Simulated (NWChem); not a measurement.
Everything below was run with NWChem. System: C4H6, charge 0, spin multiplicity 3, at a geometry optimised with UB3LYP/def2-SVP. The structure started from a generated list of species. Its SCF solution wasn't tested for a lower state. Level: G0W0@ULDA (SVWN5)/def2-TZVP, RI basis def2-tzvp-rifit.

Input file:

```
start mol
memory heap 200 mb stack 700 mb global 1700 mb
geometry units angstroms nocenter noautoz
  C      0.000000     0.000000     1.417808
  C      0.000000     0.000000    -0.000054
  C     -1.227949     0.000000    -0.708901
  C      1.227949     0.000000    -0.708901
  H      0.936087     0.000000     1.980843
  H     -0.936087     0.000000     1.980843
  H     -1.247660     0.000000    -1.801091
  H     -2.183526     0.000000    -0.179608
  H      2.183526     0.000000    -0.179608
  H      1.247660     0.000000    -1.801091
  symmetry group C2v
end
basis spherical
  * library def2-tzvp
end
basis "ri basis" bse spherical
  * library def2-tzvp-rifit
end
dft
  xc slater vwn_5
  odft
  mult 3
  iterations 100
  direct
  tolerances tight
end
task dft energy
gw
  method cdgw
  states alpha occ 4 vir 2
  states beta occ 4 vir 2
end
task dft gw
```

Output (cleaned and shortened):

```
             Northwest Computational Chemistry Package (NWChem) 7.3.0
             --------------------------------------------------------

                                NWChem Input Module
                                -------------------

 Scaling coordinates for geometry "geometry" by  1.889725989
 (inverse scale =  0.529177249)

 Turning off AUTOSYM since
 SYMMETRY directive was detected!

                             Geometry "geometry" -> ""
                             -------------------------

 Output coordinates in angstroms (scale by  1.889725989 to convert to a.u.)

  No.       Tag          Charge          X              Y              Z
 ---- ---------------- ---------- -------------- -------------- --------------
    1 C                    6.0000     0.00000000     0.00000000     1.41780800
    2 C                    6.0000     0.00000000     0.00000000    -0.00005400
    3 C                    6.0000    -1.22794900     0.00000000    -0.70890100
    4 C                    6.0000     1.22794900     0.00000000    -0.70890100
    5 H                    1.0000     0.93608700     0.00000000     1.98084300
    6 H                    1.0000    -0.93608700     0.00000000     1.98084300
    7 H                    1.0000    -1.24766000     0.00000000    -1.80109100
    8 H                    1.0000    -2.18352600     0.00000000    -0.17960800
    9 H                    1.0000     2.18352600     0.00000000    -0.17960800
   10 H                    1.0000     1.24766000     0.00000000    -1.80109100

 Effective nuclear repulsion energy (a.u.)     104.9582739234

            Nuclear Dipole moment (a.u.)
            ----------------------------
        X                 Y               Z
 ---------------- ---------------- ----------------
     0.0000000000     0.0000000000     0.0000000000

      Symmetry information
      --------------------

 Group name             C2v
 Group number             16
 Group order               4
 No. of unique centers     6

      Symmetry unique atoms

     1    2    3    5    7    8


 Summary of "ao basis" -> "" (spherical)
 ------------------------------------------------------------------------------
       Tag                 Description            Shells   Functions and Types
 ---------------- ------------------------------  ------  ---------------------
 *                         def2-tzvp                  on all atoms

 new library libraries.bse/

 Summary of "ri basis" -> "" (spherical)
 ------------------------------------------------------------------------------
       Tag                 Description            Shells   Functions and Types
 ---------------- ------------------------------  ------  ---------------------
 *                      def2-tzvp-rifit               on all atoms

                                 NWChem DFT Module
                                 -----------------

 Summary of "ao basis" -> "ao basis" (spherical)
 ------------------------------------------------------------------------------
       Tag                 Description            Shells   Functions and Types
 ---------------- ------------------------------  ------  ---------------------
 C                         def2-tzvp                11       31   5s3p2d1f
 H                         def2-tzvp                 4        6   3s1p

 Summary of "ao basis" -> "ao basis" (spherical)
 ------------------------------------------------------------------------------
       Tag                 Description            Shells   Functions and Types
 ---------------- ------------------------------  ------  ---------------------
 C                         def2-tzvp                11       31   5s3p2d1f
 H                         def2-tzvp                 4        6   3s1p

      Symmetry analysis of basis
      --------------------------

        a1         64
        a2         19
        b1         50
        b2         27

            General Information
            -------------------
          SCF calculation type: DFT
          Wavefunction type:  spin polarized.
          No. of atoms     :    10
          No. of electrons :    30
           Alpha electrons :    16
            Beta electrons :    14
          Charge           :     0
          Spin multiplicity:     3
          Use of symmetry is: on ; symmetry adaption is: on
          Maximum number of iterations: 100
          This is a Direct SCF calculation.
          AO basis - number of functions:   160
                     number of shells:    68
          Convergence on energy requested:  1.00D-06
          Convergence on density requested:  1.00D-05
          Convergence on gradient requested:  5.00D-04

              XC Information
              --------------
                        Slater Exchange Functional  1.000 local
                      VWN V Correlation Functional  1.000 local

             Grid Information
             ----------------
          Grid used for XC integration:  medium
          Radial quadrature: Mura-Knowles
          Angular quadrature: Lebedev.
          Tag              B.-S. Rad. Rad. Pts. Rad. Cut. Ang. Pts.
          ---              ---------- --------- --------- ---------
          C                   0.70       49          10.0       434
          H                   0.35       45          12.0       434
          Grid pruning is: on
          Number of quadrature shells:   282
          Spatial weights used:  Erf1

          Convergence Information
          -----------------------
          Convergence aids based upon iterative change in
          total energy or number of iterations.
[...]
    72      0.130836   3 C  py              103      0.130836   4 C  py
    44      0.101777   2 C  py               13      0.081898   1 C  py

 Vector   15  Occ=0.000000D+00  E=-1.298188D-01  Symmetry=a2
              MO Center=  4.3D-11, -4.8D-16, -6.9D-01, r^2= 3.0D+00
   Bfn.  Coefficient  Atom+Function         Bfn.  Coefficient  Atom+Function
  ----- ------------  ---------------      ----- ------------  ---------------
    75      0.314513   3 C  py              106     -0.314513   4 C  py
    69      0.303341   3 C  py              100     -0.303341   4 C  py
    72      0.258189   3 C  py              103     -0.258189   4 C  py
    51     -0.048860   2 C  d -2

 Vector   16  Occ=0.000000D+00  E=-1.298046D-01  Symmetry=b2
              MO Center= -4.3D-11, -2.5D-15,  6.9D-01, r^2= 3.0D+00
   Bfn.  Coefficient  Atom+Function         Bfn.  Coefficient  Atom+Function
  ----- ------------  ---------------      ----- ------------  ---------------
    13      0.363188   1 C  py                7      0.350267   1 C  py
    10      0.298132   1 C  py               75     -0.181590   3 C  py
   106     -0.181590   4 C  py               69     -0.175136   3 C  py
   100     -0.175136   4 C  py               72     -0.149070   3 C  py
   103     -0.149070   4 C  py               52      0.048858   2 C  d -1

 Vector   17  Occ=0.000000D+00  E= 2.517145D-02  Symmetry=b2
              MO Center=  1.4D-15,  1.4D-16, -3.3D-06, r^2= 4.0D+00
   Bfn.  Coefficient  Atom+Function         Bfn.  Coefficient  Atom+Function
  ----- ------------  ---------------      ----- ------------  ---------------
    44      0.925909   2 C  py               13     -0.596469   1 C  py
    75     -0.596478   3 C  py              106     -0.596478   4 C  py
    38      0.379063   2 C  py               41      0.339219   2 C  py
     7     -0.148172   1 C  py               69     -0.148180   3 C  py
   100     -0.148180   4 C  py               10     -0.095696   1 C  py

   alpha - beta orbital overlaps
   -----------------------------

   alpha      1      2      3      4      5      6      7      8      9     10
    beta      1      2      3      4      5      6      7      8      9     10
 overlap   1.000  1.000  0.998  0.998  0.999  1.000  1.000  0.999  1.000  1.000

   alpha     11     12     13     14     15     16     17     18     19     20
    beta     11     12     13     14     15     16     17     18     19     20
 overlap   1.000  1.000  1.000  0.997  0.999  0.999  0.995  0.999  0.999  0.999

   alpha     21     22     23     24     25     26     27     28     29     30
    beta     21     22     23     24     25     28     26     27     29     30
 overlap   0.999  0.999  1.000  1.000  1.000  0.996  1.000  1.000  0.999  0.999

   alpha     31     32     33     34     35     36     37     38     39     40
    beta     31     32     33     34     35     36     39     37     38     40
 overlap   0.999  0.999  0.999  0.999  0.999  0.998  0.998  0.999  0.999  0.999

   alpha     41     42     43     44     45     46     47     48     49     50
    beta     41     42     44     45     43     46     47     48     49     50
 overlap   0.999  0.998  1.000  1.000  1.000  1.000  1.000  1.000  1.000  1.000

   alpha     51     52     53     54     55     56     57     58     59     60
    beta     51     52     53     54     55     56     57     58     59     60
 overlap   1.000  1.000  1.000  0.999  1.000  1.000  0.999  1.000  1.000  1.000

   alpha     61     62     63     64     65     66     67     68     69     70
    beta     61     62     63     64     65     66     67     68     69     70
 overlap   1.000  0.999  0.999  1.000  0.999  0.999  1.000  1.000  0.999  0.997

   alpha     71     72     73     74     75     76     77     78     79     80
    beta     73     74     71     72     75     76     77     78     79     82
 overlap   0.999  0.999  0.999  0.999  1.000  1.000  1.000  0.998  1.000  0.999

   alpha     81     82     83     84     85     86     87     88     89     90
    beta     83     80     81     84     85     86     87     88     90     91
 overlap   0.999  1.000  1.000  0.999  1.000  1.000  1.000  1.000  1.000  0.999

   alpha     91     92     93     94     95     96     97     98     99    100
    beta     89     92     93     94     95     96     97     98     99    100
 overlap   0.999  0.999  0.999  0.999  0.999  1.000  0.999  0.999  0.999  1.000

   alpha    101    102    103    104    105    106    107    108    109    110
    beta    101    102    103    104    107    108    105    106    109    112
 overlap   0.998  0.998  1.000  1.000  0.999  1.000  0.999  0.999  0.999  0.999

   alpha    111    112    113    114    115    116    117    118    119    120
    beta    113    110    111    114    115    116    117    118    119    120
 overlap   0.999  0.997  0.997  0.999  0.999  0.996  0.996  1.000  0.997  0.997

   alpha    121    122    123    124    125    126    127    128    129    130
    beta    121    122    123    125    126    124    127    128    129    130
 overlap   0.999  0.949  0.949  0.951  0.951  0.999  0.999  1.000  1.000  1.000

   alpha    131    132    133    134    135    136    137    138    139    140
    beta    131    132    133    134    135    136    137    138    139    140
 overlap   0.999  1.000  1.000  0.999  1.000  1.000  1.000  1.000  1.000  1.000

   alpha    141    142    143    144    145    146    147    148    149    150
    beta    141    142    143    144    145    146    147    148    149    150
 overlap   1.000  1.000  1.000  0.999  1.000  1.000  1.000  1.000  1.000  1.000

   alpha    151    152    153    154    155    156    157    158    159    160
    beta    151    152    153    154    155    156    157    158    159    160
 overlap   0.999  0.999  0.999  0.999  1.000  1.000  1.000  1.000  1.000  1.000

     --------------------------
     Expectation value of S2:
     --------------------------
      <S2> =      2.0099 (Exact =     2.0000)

 center of mass
 --------------
 x =  -0.00000000 y =   0.00000000 z =  -0.00000999

 moments of inertia (a.u.)
 ------------------
         181.037468918951           0.000000000000           0.000000000000
           0.000000000000         362.100075532326           0.000000000000
           0.000000000000           0.000000000000         181.062606613375

     Multipole analysis of the density
     ---------------------------------

     L   x y z        total         alpha         beta         nuclear
     -   - - -        -----         -----         ----         -------
     0   0 0 0     -0.000000    -16.000000    -14.000000     30.000000

     1   1 0 0     -0.000000     -0.000000      0.000000      0.000000
     1   0 1 0     -0.000000     -0.000000     -0.000000      0.000000
     1   0 0 1      0.000058      0.000011      0.000047      0.000000

     2   2 0 0    -17.510183    -71.326210    -62.228227    116.044253
     2   1 1 0     -0.000000     -0.000000     -0.000000      0.000000
     2   1 0 1      0.000000      0.000000      0.000000      0.000000
     2   0 2 0    -21.988427    -13.448016     -8.540411      0.000000
     2   0 1 1     -0.000000     -0.000000     -0.000000      0.000000
     2   0 0 2    -17.510171    -71.318043    -62.221072    116.028944

 Task  times  cpu:       12.6s     wall:       12.6s

                                NWChem Input Module
                                -------------------

                                 NWChem GW Module
                                 ----------------

                             ***********************
                             ***        GW       ***
                             ***********************

 Summary of "ri basis" -> "ri basis" (spherical)
 ------------------------------------------------------------------------------
       Tag                 Description            Shells   Functions and Types
 ---------------- ------------------------------  ------  ---------------------
 C                      def2-tzvp-rifit             22       76   8s6p4d3f1g
 H                      def2-tzvp-rifit              7       15   4s2p1d

                 Memory Information
                 ------------------
          Available GA per process is          1699.6 MBs
          Available stack per process is        700.0 MBs
          Available heap per process is           0.0 MBs

          Peak memory in Initialization
              Peak GA per process is                 17.9 MBs
              Peak stack per process is               0.3 MBs
              Peak heap per process is               18.1 MBs
              Memory not in MA per process            0.0 MBs

          Peak memory in CDGW Calculation
              Peak GA per process is                 20.2 MBs
              Peak stack per process is               2.4 MBs
              Peak heap per process is                4.3 MBs
              Memory not in MA per process            0.0 MBs

          Computing 2-center integrals
          Computing Inverse Cholesky factor
          Computing 3-center integrals
          Computing Vxc

          Computing Sigma_x
          Computing W(iw) on the imaginary grid
          Solving quasiparticle equations

                  Alpha Orbitals
          State     Energy (eV)     Error (eV)
          -----------------------------------
@GW        13        -12.608           0.003
@GW        14         -9.939           0.004
@GW        15         -7.407           0.002
@GW        16         -7.406           0.002
@GW        17          2.998           0.002
@GW        18          3.264           0.002

                   Beta Orbitals
          State     Energy (eV)     Error (eV)
          -----------------------------------
@GW        11        -12.703           0.002
@GW        12        -12.334           0.002
@GW        13        -12.334           0.002
@GW        14        -10.546           0.002
@GW        15         -0.714           0.002
@GW        16         -0.714           0.002

     GW Timing Statistics
   ------------------------
   Init.   :          0.1s
     ERIs  :          1.5s
     Distr.:          0.0s
     Vxc   :          0.2s
   Vmo     :          0.0s
   iW      :          4.6s
   I_n     :          0.0s
   R_n     :          1.6s
   GW total:          7.9s

 Task  times  cpu:        7.9s     wall:        7.9s

 Total times  cpu:       20.5s     wall:       20.5s
```
